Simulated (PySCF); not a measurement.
C$_{2}$H$_{2}$Cl (SMILES C=[C]Cl), doublet (typed; the unrestricted solution is spin-contaminated), geometry from GFN2-xTB; PySCF with MP2/cc-pVDZ.

Input for PySCF:
```python
from pyscf import gto, scf, mp

mol = gto.M(
    atom='''
C     0.10210539    0.67520826    0.00485216
C     1.34731481    1.04507097    0.01187153
Cl   -0.73486159   -0.75123729   -0.00767688
H     2.19266263    0.35806744    0.01041576
H     1.60346329    2.09129104    0.01974902
''',
    basis='cc-pvdz',
    spin=1,
    verbose=4,
)

mf = scf.UHF(mol)
mf.kernel()

pt = mp.MP2(mf, frozen=7)
pt.kernel()
print('E(MP2) = %.10f' % pt.e_tot)
```

The log (banner, timings and long lists left out):

```
PySCF version 2.14.0

[INPUT] verbose = 4
[INPUT] num. atoms = 5
[INPUT] num. electrons = 31
[INPUT] charge = 0
[INPUT] spin (= nelec alpha-beta = 2S) = 1
[INPUT] symmetry False subgroup None
[INPUT] Mole.unit = angstrom
[INPUT] Symbol           X                Y                Z      unit          X                Y                Z       unit  Magmom
[INPUT]  1 C      0.102105390000   0.675208260000   0.004852160000 AA    0.192951222942   1.275958688444   0.009169253513 Bohr   0.0
[INPUT]  2 C      1.347314810000   1.045070970000   0.011871530000 AA    2.546055994470   1.974897914034   0.022433940380 Bohr   0.0
[INPUT]  3 Cl    -0.734861590000  -0.751237290000  -0.007676880000 AA   -1.388687144562  -1.419632732660  -0.014507200691 Bohr   0.0
[INPUT]  4 H      2.192662630000   0.358067440000   0.010415760000 AA    4.143531854269   0.676649395724   0.019682933779 Bohr   0.0
[INPUT]  5 H      1.603463290000   2.091291040000   0.019749020000 AA    3.030106468894   3.951967312357   0.037320239029 Bohr   0.0

nuclear repulsion = 81.4374238192745
number of shells = 21
number of NR pGTOs = 107
number of NR cGTOs = 56
basis = cc-pvdz
ecp = {}

******** <class 'pyscf.scf.uhf.UHF'> ********
method = UHF
initial guess = minao
damping factor = 0
level_shift factor = 0
DIIS = <class 'pyscf.scf.diis.CDIIS'>
diis_start_cycle = 1
diis_space = 8
diis_damp = 0
SCF conv_tol = 1e-09
SCF conv_tol_grad = None
SCF max_cycles = 50
direct_scf = True
direct_scf_tol = 1e-13
number electrons alpha = 16  beta = 15
Set gradient conv threshold to 3.16228e-05
init E= -536.79850256486

cycle= 1 E= -536.254649075897  delta_E= 0.544  |g|= 0.259  |ddm|= 1.59
cycle= 2 E= -536.300696651033  delta_E= -0.046  |g|= 0.13  |ddm|= 0.397
cycle= 3 E= -536.311850233846  delta_E= -0.0112  |g|= 0.0476  |ddm|= 0.126
cycle= 4 E= -536.315165574375  delta_E= -0.00332  |g|= 0.0195  |ddm|= 0.0959
cycle= 5 E= -536.315938668076  delta_E= -0.000773  |g|= 0.0139  |ddm|= 0.0332
cycle= 6 E= -536.316607420216  delta_E= -0.000669  |g|= 0.0119  |ddm|= 0.0333
cycle= 7 E= -536.317417271433  delta_E= -0.00081  |g|= 0.0104  |ddm|= 0.0452
cycle= 8 E= -536.318657075154  delta_E= -0.00124  |g|= 0.00725  |ddm|= 0.0866
cycle= 9 E= -536.319331831975  delta_E= -0.000675  |g|= 0.00226  |ddm|= 0.12
cycle= 10 E= -536.319305034925  delta_E= 2.68e-05  |g|= 0.00202  |ddm|= 0.0347
cycle= 11 E= -536.319343855983  delta_E= -3.88e-05  |g|= 0.000415  |ddm|= 0.0262
cycle= 12 E= -536.319344229262  delta_E= -3.73e-07  |g|= 0.000163  |ddm|= 0.00213
cycle= 13 E= -536.319344269666  delta_E= -4.04e-08  |g|= 8.13e-05  |ddm|= 0.000412
cycle= 14 E= -536.319344296687  delta_E= -2.7e-08  |g|= 2.56e-05  |ddm|= 0.000729
cycle= 15 E= -536.319344298403  delta_E= -1.72e-09  |g|= 9.68e-06  |ddm|= 9.96e-05
cycle= 16 E= -536.319344298636  delta_E= -2.33e-10  |g|= 3.7e-06  |ddm|= 5.97e-05
Extra cycle  E= -536.319344298656  delta_E= -2.02e-11  |g|= 2.19e-06  |ddm|= 5.93e-06
converged SCF energy = -536.319344298656  <S^2> = 0.93526412  2S+1 = 2.1773967

******** <class 'pyscf.mp.ump2.UMP2'> ********
nocc = (np.int64(9), np.int64(8)), nmo = (49, 49)
frozen orbitals 7
E(UMP2) = -536.681140824853  E_corr = -0.361796526196784
E(SCS-UMP2) = -536.671294859559  E_corr = -0.351950560903025
E_corr(same-spin) = -0.0948522352305185
E_corr(oppo-spin) = -0.266944290966266
E(MP2) = -536.6811408249
```
